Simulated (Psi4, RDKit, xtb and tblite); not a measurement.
Torsional profile of C4H5F3Si, SMILES C#CCC[Si](F)(F)F, singlet. Scanned: dihedral C2–C3–C4–Si5; all other coordinates were relaxed at GFN2-xTB. Points at φ and −φ are mirror images. Heavy atoms are numbered in the order of the SMILES C#CCC[Si](F)(F)F, hydrogens after them in the order of the atoms that carry them; the mirror image has the same energies with the sign of each dihedral reversed.

Computed with: UFF // GFN2-xTB (RDKit); MMFF94 // GFN2-xTB (RDKit); GFN2-xTB (xtb and tblite); MP2/cc-pVTZ = DF-MP2 (frozen core)/cc-pVTZ // GFN2-xTB run with Psi4.

Energies relative to the lowest point of each profile, in mEh; the last columns give the difference from MP2:

```csv
φ / °,UFF,MMFF94,GFN2-xTB,MP2/cc-pVTZ,UFF − MP2/cc-pVTZ,MMFF94 − MP2/cc-pVTZ,GFN2-xTB − MP2/cc-pVTZ
-160,1.9,1.6,0.9,1.2,0.7,0.4,-0.2
-140,5.6,4.8,3.0,3.7,1.9,1.1,-0.8
-120,7.4,6.1,4.1,5.3,2.2,0.8,-1.2
-100,5.4,3.9,3.0,4.0,1.5,-0.1,-0.9
-80,2.3,1.4,1.1,1.5,0.8,-0.1,-0.5
-60,2.4,2.9,0.3,0.5,2.0,2.4,-0.1
-40,7.3,9.0,1.4,1.6,5.7,7.4,-0.2
-20,13.4,15.7,3.5,4.2,9.3,11.5,-0.6
0,16.2,18.7,4.7,5.5,10.7,13.2,-0.8
20,13.4,15.7,3.5,4.2,9.3,11.5,-0.6
40,7.3,9.0,1.4,1.6,5.7,7.4,-0.2
60,2.4,2.9,0.3,0.5,2.0,2.4,-0.1
80,2.3,1.4,1.1,1.5,0.8,-0.1,-0.5
100,5.4,3.9,3.0,4.0,1.5,-0.1,-0.9
120,7.4,6.1,4.1,5.3,2.2,0.8,-1.2
140,5.6,4.8,3.0,3.7,1.9,1.1,-0.8
160,1.9,1.6,0.9,1.2,0.7,0.4,-0.2
180,0.0,0.0,0.0,0.0,0.0,0.0,0.0
```

UFF is furthest from MP2/cc-pVTZ at 0 (10.7 mEh, above); its mean absolute difference over the points is 3.3 mEh.

MMFF94 is furthest from MP2/cc-pVTZ at 0 (13.2 mEh, above); its mean absolute difference over the points is 3.4 mEh.

GFN2-xTB is furthest from MP2/cc-pVTZ at -120 (-1.2 mEh, below); its mean absolute difference over the points is 0.5 mEh.

MMFF94 has few fitted parameters for silicon.
